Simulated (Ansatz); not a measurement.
Consider the redistribution: `[CH3][Sn-]1[O]C(C(F)(F)F)=CC(C(F)(F)F)=[O+]1` + `[CH3][Mg][OH]` → `[CH3][Sn][OH]` + `[CH3][Mg-]1[O]C(C(F)(F)F)=CC(C(F)(F)F)=[O+]1`.

Program: Ansatz. Geometries: PBE0-D4/def2-TZVP. ΔE: electronic, gas phase. CCSD(T)/CBS adds triple-zeta CCSD(T) − MP2 to the extrapolated MP2 energy (def2 sets, frozen cores). DFT in def2-TZVPP. Elements past krypton have def2 core potentials. For Mg, Sn outer-core shells are correlated without core-valence functions, which leaves a few kJ/mol of doubt a bond. Each species was taken in one conformer, which may not be the lowest.

CCSD(T)/CBS gives -0.52 eV.

Task: Another level gave -0.71 eV. Which?
A. CAM-B3LYP/def2-TZVPP
B. HF/def2-TZVPP
C. PBE-D4/def2-TZVPP
D. revPBE/def2-TZVPP

Result: B. HF/def2-TZVPP -0.71, PBE-D4 -0.55, CAM-B3LYP -0.60, revPBE -0.66 eV.

Largest T1 diagnostic among the species: 0.016.

In def2-TZVPP, CCSD(T) changes the Hartree–Fock value by +0.15 eV (the triples alone add +0.03 eV) and MP2 by +0.23 eV. Leaving LDA and LC-ωPBE aside and taking each functional with its dispersion term where it has one, the values, not all of them listed here, spread over 0.08 eV, from B97M-V to BLYP-D4. LDA lies +0.09 eV from PBE without D4.
